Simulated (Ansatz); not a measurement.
Geometry optimisation, Ansatz, DFT PBE, scalar-relativistic, plane waves, PAW.

Input:

```yaml
accuracy: low
crystal:
  lattice:
    - [7.67918, 0.0, 0.0]
    - [0.0, 7.67918, 0.0]
    - [0.0, 0.0, 19.2555]
  atoms:
    - { symbol: H, position: [0.409392, 0.0, 0.0519332] }
    - { symbol: H, position: [0.090608, 0.0, 0.0519332] }
    - { symbol: H, position: [0.909392, 0.0, 0.0519332] }
    - { symbol: H, position: [0.590608, 0.0, 0.0519332] }
    - { symbol: H, position: [0.409392, 0.5, 0.0519332] }
    - { symbol: H, position: [0.090608, 0.5, 0.0519332] }
    - { symbol: H, position: [0.909392, 0.5, 0.0519332] }
    - { symbol: H, position: [0.590608, 0.5, 0.0519332] }
    - { symbol: Si, position: [0.25, 0.0, 0.0968814] }
    - { symbol: Si, position: [0.75, 0.0, 0.0968814] }
    - { symbol: Si, position: [0.25, 0.5, 0.0968814] }
    - { symbol: Si, position: [0.75, 0.5, 0.0968814] }
    - { symbol: Si, position: [0.25, 0.25, 0.1673807] }
    - { symbol: Si, position: [0.75, 0.25, 0.1673807] }
    - { symbol: Si, position: [0.25, 0.75, 0.1673807] }
    - { symbol: Si, position: [0.75, 0.75, 0.1673807] }
    - { symbol: Si, position: [0.0, 0.25, 0.2378801] }
    - { symbol: Si, position: [0.5, 0.25, 0.2378801] }
    - { symbol: Si, position: [0.0, 0.75, 0.2378801] }
    - { symbol: Si, position: [0.5, 0.75, 0.2378801] }
    - { symbol: Si, position: [0.0, 0.0, 0.3083794] }
    - { symbol: Si, position: [0.5, 0.0, 0.3083794] }
    - { symbol: Si, position: [0.0, 0.5, 0.3083794] }
    - { symbol: Si, position: [0.5, 0.5, 0.3083794] }
    - { symbol: Si, position: [0.25, 0.0969069, 0.3768014] }
    - { symbol: Si, position: [0.75, 0.0969069, 0.3768014] }
    - { symbol: Si, position: [0.25, 0.4030931, 0.3581055] }
    - { symbol: Si, position: [0.75, 0.4030931, 0.3581055] }
    - { symbol: Si, position: [0.7474659, 0.2301177, 0.4822259] }
    - { symbol: Cl, position: [0.546883, 0.1481362, 0.5470385] }
    - { symbol: Cl, position: [0.9480489, 0.3120992, 0.5470385] }
basis:
  ecutwfc: 420.0
kpoints:
  mp_grid: { grid: [2, 2, 1] }
hamiltonian:
  xc: pbe
  pseudopotentials: { kind: paw, azcp: { folder: soft_1 } }
scf:
  occupations: { method: fermi_dirac, width: 0.05 }
  lower_state_search: "off"
relax:
  f_tol: 0.08
  max_steps: 25
  adjacent_minimum: "off"
  constraints: [{ sites: [0, 1, 2, 3, 4, 5, 6, 7, 8, 9, 10, 11] }]
```

Launched with:

```bash
$ ansatz run input.yaml --threads 2 --pin off --max-ram 5120MiB --backend cpu --events-out ev --progress --plain --runs-dir out
```

Q: Where does it end, and by what steps?

A: The forces met the threshold. The threshold is loose, so the end isn't yet a minimum. Limits of this set-up: thin slab, slab without dipole correction, low accuracy level. After 6 steps the energy has fallen by 1.316 eV; Cl30 moved furthest, 0.76 Å.

```tsv
step	energy less start (eV)	largest force component (eV/Å)	accepted
0	0.0000	1.984	yes
1	-0.9799	0.705	yes
2	-1.2004	0.351	yes
3	-1.2779	0.207	yes
4	-1.3074	0.227	yes
5	-1.2222	0.570	no
6	-1.3160	0.077	yes
```

```xyz
31
Lattice="7.6792 0.0000 0.0000 0.0000 7.6792 0.0000 0.0000 0.0000 19.2555" Properties=species:S:1:pos:R:3
H 3.144 0.000 1.000
H 0.696 0.000 1.000
H 6.983 0.000 1.000
H 4.535 0.000 1.000
H 3.144 3.840 1.000
H 0.696 3.840 1.000
H 6.983 3.840 1.000
H 4.535 3.840 1.000
Si 1.920 0.000 1.865
Si 5.759 0.000 1.865
Si 1.920 3.840 1.865
Si 5.759 3.840 1.865
Si 1.926 1.917 3.172
Si 5.767 1.924 3.155
Si 1.919 5.754 3.267
Si 5.759 5.761 3.287
Si -0.002 1.891 4.488
Si 3.855 1.886 4.483
Si 0.013 5.777 4.692
Si 3.824 5.777 4.690
Si 0.093 0.094 5.988
Si 3.747 0.092 5.987
Si -0.021 3.760 5.962
Si 3.832 3.753 5.945
Si 1.921 0.510 7.440
Si 5.761 0.632 7.086
Si 1.905 2.718 6.725
Si 5.741 3.079 7.112
Si 5.763 1.851 9.092
Cl 4.096 1.865 10.325
Cl 7.458 1.905 10.281
```

The run took 32 s on 2 threads of AMD EPYC 9R45 96-Core Processor (Zen 5), on a shared host, peak memory 1.6 GiB.
